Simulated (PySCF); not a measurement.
**Gas-phase XPS of Ga(NH3)H3, computed**

Compound: Ga(NH3)H3.
Structure used (PBE0-D3(BJ)/def2-SVP), in Å, numbered top down from 1:
```
atom  x, y, z in Å
Ga1   -0.0037    0.0043   -1.1270
N2     0.0033   -0.0036    1.0233
H3    -0.9456    0.0250    1.3956
H4     0.5060    0.8026    1.3935
H5     0.4535   -0.8433    1.3867
H6     1.5619   -0.0245   -1.3610
H7    -0.7624    1.3758   -1.3510
H8    -0.8130   -1.3364   -1.3600
```

Method used: delta-SCF UKS SCAN, pcX-2 on the ionised atom, pcseg-1 elsewhere, spin-free X2C (PySCF 2.14.0). These are vertical core ionisation energies against the vacuum level, from separate self-consistent calculations with and without the core hole.

List the computed XPS lines with their assignment.

| atom(s) | bonded to | level | binding energy (eV) | count |
| --- | --- | --- | --- | --- |
| N2 | 3 H and Ga | N 1s | 407.45 | 1 |

What is the longest wavelength that can ionise N 1s of N2 (atom 2) vertically?

λ = hc/E = 12398.42 eV Å / 407.45 eV = 30.429 Å.

Which photon energy gives electrons from N 1s of N2 a kinetic energy of 100 eV, and what is their de Broglie wavelength?

hν = 407.45 + 100 = 507.45 eV, recoil neglected; λ = 12.264 Å/√(E/eV) = 1.23 Å.

No level of gallium is listed. Isolated species at its PBE0-D3(BJ)/def2-SVP geometry, gas phase.

Time: 2.5 s wall. Hardware: an Arm Neoverse V2 with one thread, on a shared host.
